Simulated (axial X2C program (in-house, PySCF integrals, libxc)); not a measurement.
# InP along the bond: PBE0, 2c

Computed with an in-house relativistic program for diatomic molecules. Two-component (2c) means X2C with spin–orbit coupling and atomic mean-field two-electron Coulomb and Gaunt terms. Basis: In dyall-cv3z [11s12p9d4f1g], P dyall-v3z [8s7p2d1f] (cores contracted in-house); Gaussian nuclei, density fitting, unrestricted open shells. Masses: In 114.904 u, P 30.974 u.

State: Ω = 2 (⟨Sz⟩ = 1.00, ⟨Lz⟩ = 1.00 at PBE0). Dipoles are positive if P is the positive end.

Results along the bond:

| R (Å) | μ (D) | HOMO (eV) | LUMO (eV) |
| --- | --- | --- | --- |
| 2.120 | -2.166 | -5.91 | -3.87 |
| 2.218 | -2.397 | -5.73 | -3.71 |
| 2.291 | -2.574 | -5.59 | -3.60 |
| 2.364 | -2.759 | -5.47 | -3.52 |
| 2.437 | -2.953 | -5.35 | -3.52 |
| 2.522 | -3.193 | -5.21 | -3.51 |
| 2.608 | -3.445 | -5.08 | -3.49 |
| 2.717 | -3.776 | -4.91 | -3.44 |
| 2.786 | -3.979 | -4.81 | -3.41 |
| 2.851 | -4.158 | -4.72 | -3.37 |
| 2.946 | -4.375 | -4.59 | -3.32 |
| 3.046 | -4.515 | -4.47 | -3.27 |

Density functionals use the spin component along the axis (collinear). Without a current term, density functionals place determinants with orbital angular momentum somewhat too high. The state is one determinant with fixed occupations, lowest in a PBE0 search at one distance only: followed along the bond, the 2c determinant Ω = 1 reaches 0.25 eV lower at PBE0, at Re = 2.646 Å, so the state shown is not the lowest. With several unpaired electrons one determinant need not be a pure state. A state of lower Ω lies just above, and one determinant can place such states too high, so the state shown need not be the lowest. The search has Ω = 1 only 0.02 eV up. Open-shell Ω = 0 determinants with evenly filled partner blocks cannot be reached by this program, so the Ω shown need not be the lowest component. The lowest spin-free determinant has another configuration (M_S = 1, Λ = 0), so the order of states is uncertain and this need not be the ground state.
